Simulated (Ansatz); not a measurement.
Relaxation of CH₇GaN (10 atoms, charge 0, multiplicity 2), to a largest force component of 0.03 eV/Å in at most 50 steps.

Method: Ansatz, UKS PBE0-D4/def2-SVP.

```xyz
10
Properties=species:S:1:pos:R:3:forces:R:3
Ga 0.096 -0.864 -0.439 0.02 0.00 -0.05
H -0.152 -0.176 2.234 0.07 -1.37 -1.09
N 1.624 -0.095 -1.087 -0.01 0.00 0.00
H 2.561 -0.410 -0.865 0.00 0.00 -0.01
H 1.640 0.721 -1.690 0.01 -0.02 0.01
C -1.631 -0.017 -0.973 0.00 0.00 0.03
H -2.453 -0.746 -0.980 0.00 0.01 -0.02
H -1.876 0.782 -0.256 0.01 -0.01 0.01
H -1.517 0.426 -1.974 -0.02 -0.01 -0.01
H -0.182 0.380 2.690 -0.08 1.39 1.13
```

**Question.** Where does it end, and by what steps?

**Answer.** The run converged. The force dipped under the threshold on the way, but the program's further checks kept it going. After 13 steps the energy has fallen by 0.049 eV; H9 moved furthest, 0.45 Å.

```csv
step,energy less start (eV),largest force component (eV/Å),accepted
0,0.0000,1.390,yes
1,-0.0436,0.137,yes
2,-0.0444,0.021,yes
3,-0.0455,0.043,yes
4,-0.0463,0.089,yes
5,-0.0469,0.068,yes
6,-0.0477,0.070,yes
7,-0.0480,0.041,yes
8,-0.0483,0.061,yes
9,-0.0485,0.032,yes
10,-0.0488,0.021,yes
11,-0.0489,0.042,yes
12,-0.0490,0.026,yes
13,-0.0492,0.021,yes
```

```xyz
10
Properties=species:S:1:pos:R:3
Ga 0.182 -0.876 -0.490
H -0.288 -0.063 2.466
N 1.672 -0.161 -1.270
H 2.616 -0.501 -1.126
H 1.659 0.637 -1.898
C -1.572 -0.024 -0.912
H -2.286 -0.775 -1.283
H -1.990 0.430 0.000
H -1.430 0.757 -1.676
H -0.452 0.576 2.848
```

Whether the end is a true minimum wasn't checked by a vibrational analysis.

Time of the run: 27 s on 4 threads of Arm Neoverse V1, on a shared host, peak memory 0.28 GiB.
